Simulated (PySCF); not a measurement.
**Dipole response of Mn²⁺ (manganese, charge +2)**

[Ar] 3d4 4s1, high-spin 6D determinant (an excited configuration). All numbers are calculated (PySCF 2.14, the spin-free X2C one-electron Hamiltonian (Gaussian nucleus), in aug-cc-pwCVTZ-DK with one added diffuse shell each of s, p, d, f, g type (11s10p8d5f4g, 152 functions)). Coupled (time-dependent) response in atomic units; α is the mean over directions.

| method | mean α (bohr³) | α xx, yy, zz | C₆ (like pair) | S(−4) |
| --- | --- | --- | --- | --- |
| TPSS | 18.74 | 19.09, 19.09, 18.03 | 75.83 | 307.9 |

S(−4) is the Cauchy moment in α(ω) = α(0) + S(−4) ω² + …

α(iu) at TPSS:

| u (hartree) | α(iu) (bohr³) |
| --- | --- |
| 0 | 18.74 |
| 0.0500 | 18.00 |
| 0.100 | 16.15 |
| 0.200 | 11.68 |
| 0.300 | 8.352 |
| 0.500 | 4.922 |
| 0.750 | 3.177 |
| 1.00 | 2.347 |
| 1.50 | 1.534 |
| 2.00 | 1.118 |
| 3.00 | 0.6822 |
| 5.00 | 0.3335 |

For an ion, C₆ is the dispersion term alone; charge-induced terms of lower order in 1/R come first.

The components differ because the open shell of this determinant is not spherical; for a pure term their mean is the scalar polarisability.
